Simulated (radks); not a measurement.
The numbers below are computed, except where a source is named.
Spherical quantum dot in the effective-mass picture: electrons in a well V = -V0 / (1 + exp((r - R)/a)) with V0 = 3.06, R = 7.72, a = 0.89, all in effective atomic units (hartree* = m*/eps^2 hartree, bohr* = eps/m* bohr), one dielectric constant everywhere. Level of theory: non-relativistic Kohn-Sham, PBE, spin-polarised, spherical densities (a radial shooting solver with Libxc functionals). Levels are named by radial order and angular momentum (1s, 1p, 1d, 2s, ...), and open shells are averaged over m.

N = 4, configuration 1s2 1p(up 2, down 0). This is the lowest configuration that the search found. Occupied and some empty levels:

| level | occupation | eigenvalue (hartree*) | <r> (bohr*) |
|---|---|---|---|
| 1s up | 1 | -2.2054 | 3.911 |
| 1s down | 1 | -2.1727 | 3.745 |
| 1p up | 2 | -2.1223 | 4.323 |
| 1p down | 0 | -2.0810 | 4.270 |
| 1d up | 0 | -2.0004 | 4.654 |
| 1d down | 0 | -1.9558 | 4.648 |
| 2s up | 0 | -1.8695 | 3.613 |
| 2s down | 0 | -1.8611 | 3.627 |
| 1f up | 0 | -1.8490 | 4.936 |
| 1f down | 0 | -1.8038 | 4.954 |

Energy (hartree*): total -10.1920, kinetic 0.52876, external -11.825, Hartree 1.7633, exchange-correlation -0.65894.

Electron density:

| r (bohr*) | n(r) (e/bohr*^3) |
|---|---|
| 0.383 | 0.004577 |
| 0.810 | 0.004844 |
| 1.24 | 0.005277 |
| 1.66 | 0.005838 |
| 2.09 | 0.006451 |
| 2.52 | 0.007006 |
| 2.94 | 0.007354 |
| 3.37 | 0.007343 |
| 3.80 | 0.006863 |
| 4.22 | 0.005903 |
| 4.65 | 0.004581 |
| 5.08 | 0.003122 |
| 5.50 | 0.001834 |
| 5.93 | 0.0009256 |
| 6.36 | 0.0003992 |
| 6.79 | 0.0001446 |
| 7.21 | 0.00004338 |
| 7.64 | 0.00001081 |
| 8.07 | 2.291e-06 |
| 8.49 | 4.243e-07 |
